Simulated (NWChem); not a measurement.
Program: NWChem. System: CF, charge 0, spin multiplicity 2, optimised in this run. The structure started from a generated list of species. Its SCF solution wasn't tested for a lower state. Level: UB3LYP/def2-SVP.

Input file:

```
start mol
memory heap 200 mb stack 900 mb global 1100 mb
geometry units angstroms
  C      0.000000     0.000000     0.764731
  F      0.000000     0.000000    -0.509821
  symmetry group C2v
end
basis spherical
  * library def2-svp
end
dft
  xc b3lyp
  odft
  mult 2
  semidirect memsize 60000000 filesize 0
  iterations 100
end
driver
  maxiter 80
end
task dft optimize
task dft freq
```

Output (cleaned and shortened):

```
             Northwest Computational Chemistry Package (NWChem) 7.3.0
             --------------------------------------------------------

                                NWChem Input Module
                                -------------------

 Scaling coordinates for geometry "geometry" by  1.889725989
 (inverse scale =  0.529177249)

 Turning off AUTOSYM since
 SYMMETRY directive was detected!

          ------
          auto-z
          ------

                             Geometry "geometry" -> ""
                             -------------------------

 Output coordinates in angstroms (scale by  1.889725989 to convert to a.u.)

  No.       Tag          Charge          X              Y              Z
 ---- ---------------- ---------- -------------- -------------- --------------
    1 C                    6.0000     0.00000000     0.00000000     0.76473120
    2 F                    9.0000     0.00000000     0.00000000    -0.50982080

 Effective nuclear repulsion energy (a.u.)      22.4200907032

            Nuclear Dipole moment (a.u.)
            ----------------------------
        X                 Y               Z
 ---------------- ---------------- ----------------
     0.0000000000     0.0000000000     0.0000000000

      Symmetry information
      --------------------

 Group name             C2v
 Group number             16
 Group order               4
 No. of unique centers     2

      Symmetry unique atoms

     1    2


 Summary of "ao basis" -> "" (spherical)
 ------------------------------------------------------------------------------
       Tag                 Description            Shells   Functions and Types
 ---------------- ------------------------------  ------  ---------------------
 *                          def2-svp                  on all atoms

                           NWChem Geometry Optimization
                           ----------------------------

 maximum gradient threshold         (gmax) =   0.000450
 rms gradient threshold             (grms) =   0.000300
 maximum cartesian step threshold   (xmax) =   0.001800
 rms cartesian step threshold       (xrms) =   0.001200
 fixed trust radius                (trust) =   0.300000
 maximum step size to saddle      (sadstp) =   0.100000
 energy precision                  (eprec) =   5.0D-06
 maximum number of steps          (nptopt) =   80
 initial hessian option           (inhess) =    0
 line search option               (linopt) =    1
 hessian update option            (modupd) =    1
 saddle point option              (modsad) =    0
 initial eigen-mode to follow     (moddir) =    0
 initial variable to follow       (vardir) =    0
 follow first negative mode     (firstneg) =    T
 apply conjugacy                    (opcg) =    F
 source of zmatrix                         =   autoz

          -------------------
          Energy Minimization
          -------------------

 Names of Z-matrix variables
    1

 Variables with the same non-blank name are constrained to be equal

 Using diagonal initial Hessian
 Scaling for Hessian diagonals: bonds = 1.00  angles = 0.25  torsions = 0.10

          --------
          Step   0
          --------

                         Geometry "geometry" -> "geometry"
                         ---------------------------------

 Output coordinates in angstroms (scale by  1.889725989 to convert to a.u.)

  No.       Tag          Charge          X              Y              Z
 ---- ---------------- ---------- -------------- -------------- --------------
[...]
    F        2  0.0000000D+00  0.0000000D+00 -9.6088565D-01  1.8998400D+01
 --------------------------------------------------------------------------

          ----------------------------------------------------
          MASS-WEIGHTED NUCLEAR HESSIAN (Hartree/Bohr/Bohr/Kamu)
          ----------------------------------------------------

               1            2            3            4            5            6
   ----- ----- ----- ----- -----
    1    2.88433D-02
    2    5.53449D-06  1.71278D-02
    3    3.08562D-06 -2.54038D-06  4.25350D+01
    4   -7.06620D-04 -4.66818D-08 -1.74447D-08  4.55490D-03
    5   -4.16416D-08 -8.41395D-04 -2.96545D-08  4.53847D-09  1.69956D-03
    6    2.37118D-08 -1.76858D-07 -3.37968D+01  2.06068D-08  1.09353D-07  2.68614D+01


 ----------------------------------------------------------------------------
 Normal Eigenvalue ||         Derivative Dipole Moments (debye/angs)
  Mode   [cm**-1]  ||      [d/dqX]             [d/dqY]           [d/dqZ]
 ------ ---------- || ------------------ ------------------ -----------------
    1        6.611 ||       0.000               0.143             0.000
    2       10.946 ||      -0.148              -0.000            -0.000
    3       11.122 ||       0.000              -0.000            -0.000
    4       21.303 ||      -0.000               0.202            -0.000
    5       27.617 ||      -0.198              -0.000            -0.000
    6     1354.122 ||      -0.000               0.000             2.006
 ----------------------------------------------------------------------------

 ----------------------------------------------------------------------------
 Normal Eigenvalue ||                 Infra Red Intensities
  Mode   [cm**-1]  || [atomic units] [(debye/angs)**2] [(KM/mol)] [arbitrary]
 ------ ---------- || -------------- ----------------- ---------- -----------
    1        6.611 ||    0.000891           0.021         0.868       0.297
    2       10.946 ||    0.000955           0.022         0.931       0.319
    3       11.122 ||    0.000000           0.000         0.000       0.000
    4       21.303 ||    0.001767           0.041         1.722       0.590
    5       27.617 ||    0.001702           0.039         1.660       0.568
    6     1354.122 ||    0.174441           4.024       170.054      58.226
 ----------------------------------------------------------------------------

        Vibrational analysis via the FX method
  --- with translations and rotations projected out ---
  --- via the Eckart algorithm                      ---
 Dependent rotation vector no.                    3
  found in ECKART; assuming linear geometry
 Projected Nuclear Hessian trans-rot subspace norm:1.1480D-41
                         (should be close to zero!)

          --------------------------------------------------------
          MASS-WEIGHTED PROJECTED HESSIAN (Hartree/Bohr/Bohr/Kamu)
          --------------------------------------------------------

               1            2            3            4            5            6
   ----- ----- ----- ----- -----
    1    0.00000D+00
    2   -1.10291D-21  0.00000D+00
    3    0.00000D+00  0.00000D+00  4.25279D+01
    4    1.12197D-19 -6.84796D-24  2.31119D-23  0.00000D+00
    5    0.00000D+00  1.12197D-19  8.21755D-23  6.80305D-25  0.00000D+00
    6   -3.01310D-22 -2.73918D-23 -3.37992D+01 -1.63273D-23 -4.35395D-23  2.68620D+01

 center of mass
 --------------
 x =   0.00000000 y =   0.00000000 z =  -0.03045746

 moments of inertia (a.u.)
 ------------------
          42.485504713462           0.000000000000           0.000000000000
           0.000000000000          42.485504713462           0.000000000000
           0.000000000000           0.000000000000           0.000000000000

 Rotational Constants
 --------------------
 A=   0.000000 cm-1  (  0.000000 K)
 B=   1.416958 cm-1  (  2.038641 K)
 C=   1.416958 cm-1  (  2.038641 K)

 Temperature                      =   298.15K
 frequency scaling parameter      =   1.0000

 Linear Molecule

 Zero-Point correction to Energy  =    1.935 kcal/mol  (  0.003083 au)
 Thermal correction to Energy     =    3.421 kcal/mol  (  0.005452 au)
 Thermal correction to Enthalpy   =    4.013 kcal/mol  (  0.006396 au)

 Total Entropy                    =   48.121 cal/mol-K
   - Translational                =   36.211 cal/mol-K (mol. weight =  30.9984)
   - Rotational                   =   11.889 cal/mol-K (symmetry #  =        1)
   - Vibrational                  =    0.022 cal/mol-K

 Cv (constant volume heat capacity) =    5.089 cal/mol-K
   - Translational                  =    2.979 cal/mol-K
   - Rotational                     =    1.986 cal/mol-K
   - Vibrational                    =    0.124 cal/mol-K


 ----------------------------------------------------------------------------
 Normal Eigenvalue ||    Projected Derivative Dipole Moments (debye/angs)
  Mode   [cm**-1]  ||      [d/dqX]             [d/dqY]           [d/dqZ]
 ------ ---------- || ------------------ ------------------ -----------------
    1       -0.000 ||       0.000              -0.000             0.000
    2        0.000 ||      -0.194               0.000             0.000
    3        0.000 ||       0.000              -0.194            -0.000
    4        0.000 ||       0.154              -0.000            -0.000
    5        0.000 ||      -0.000               0.154             0.000
    6     1354.105 ||       0.000               0.000             2.006
 ----------------------------------------------------------------------------

 ----------------------------------------------------------------------------
 Normal Eigenvalue ||           Projected Infra Red Intensities
  Mode   [cm**-1]  || [atomic units] [(debye/angs)**2] [(KM/mol)] [arbitrary]
 ------ ---------- || -------------- ----------------- ---------- -----------
    1       -0.000 ||    0.000000           0.000         0.000       0.000
    2        0.000 ||    0.001628           0.038         1.587       0.543
    3        0.000 ||    0.001628           0.038         1.587       0.543
    4        0.000 ||    0.001030           0.024         1.004       0.344
    5        0.000 ||    0.001029           0.024         1.004       0.344
    6     1354.105 ||    0.174441           4.024       170.054      58.226
 ----------------------------------------------------------------------------

 Task  times  cpu:        2.8s     wall:        2.8s

 Total times  cpu:        3.4s     wall:        3.4s
```
